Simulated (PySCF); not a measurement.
**Broadened absorption spectrum of C5H7FO2**

Species: C₅H₇FO₂.
SMILES: `C/C=C(/OC)C(=O)F`

Method used: TDDFT PBE0/def2-SVPD, vertical, gas phase, core orbitals frozen in the response (PySCF). Geometry: PBE0-D3(BJ)/def2-SVP, one conformer, isolated molecule. Torsions of this conformer, `[CH3:1]/[CH:2]=[C:3](/[O:4][CH3:5])[C:6](=[O:7])[F:8]`: C2–C3–O4–C5 1°, C2–C3–C6–O7 -1°.

Each state is given a Gaussian of 0.25 eV full width at half maximum, with ε(max) = 2.175×10⁸ f / Δν̃ (Δν̃ the width in cm⁻¹). The cross-section is σ = 3.8235×10⁻²¹ ε cm², given in Mb (10⁻¹⁸ cm²). The width is an assumption, not a result. The curve ends short of the highest state used, and states not computed would add to its high-energy end.

```
E (eV)  σ (Mb)
  4.56    0.12
  4.64    1.29
  4.72    7.94
  4.80   27.70
  4.89   57.34
  4.97   59.88
  5.05   35.44
  5.13   11.91
  5.21    2.31
  5.29    0.30
  5.37    0.05
  5.45    0.02
  5.53    0.00
  5.62    0.00
  5.70    0.00
  5.78    0.00
  5.86    0.00
  5.94    0.00
  6.02    0.00
  6.10    0.01
  6.18    0.15
  6.26    0.93
  6.35    3.58
  6.43    6.47
  6.51    6.63
  6.59    3.85
  6.67    1.27
  6.75    0.25
  6.83    0.06
  6.91    0.08
  7.00    0.34
  7.08    1.13
  7.16    2.44
  7.24    4.40
  7.32   11.37
  7.40   29.84
```

Problem. Where are the band maxima, and which computed states make them?

Solution. 251 nm (4.94 eV), ε about 16000, made up of S1 (100%); 192 nm (6.47 eV), ε about 1800, made up of S3 (100%) (ε in L mol⁻¹ cm⁻¹; maxima over ε = 5, shares over 10%). At its high-energy end, 7.40 eV, the curve is still rising (ε about 7800, from S7). The states used: S1 4.94 eV (f 0.153); S2 5.28 eV (f 0.0001); S3 6.47 eV (f 0.017); S4 6.91 eV (f 0.0001); S5 7.02 eV (f 0.0000); S6 7.22 eV (f 0.0064); S7 7.52 eV (f 0.128); S8 7.58 eV (f 0.0004); S9 7.92 eV (f 0.125); S10 8.00 eV (f 0.018).

Problem. What would ε be at 4.94 eV, the highest of these maxima, with half the width (0.125 eV)?

Solution. About 32900 L mol⁻¹ cm⁻¹ against 16500, a factor of about 1.99; a lone state at its own centre would give exactly 2.

Problem. On this curve, what absorbance would a 10⁻³ mol/L sample give at 254 nm over a 1 cm path?

Solution. 254 nm is 4.881 eV, where ε is about 14000 L mol⁻¹ cm⁻¹, so A = ε c l ≈ 14 (Beer–Lambert, with the gas-phase spectrum and the assumed width).

Problem. Coming from long wavelengths, where does ε first pass 100 L mol⁻¹ cm⁻¹?

Solution. At about 270 nm (4.60 eV), 0.34 eV below S1.

The vertical ionisation energy (ΔSCF) is 9.11 eV, 1.11 eV above S10.
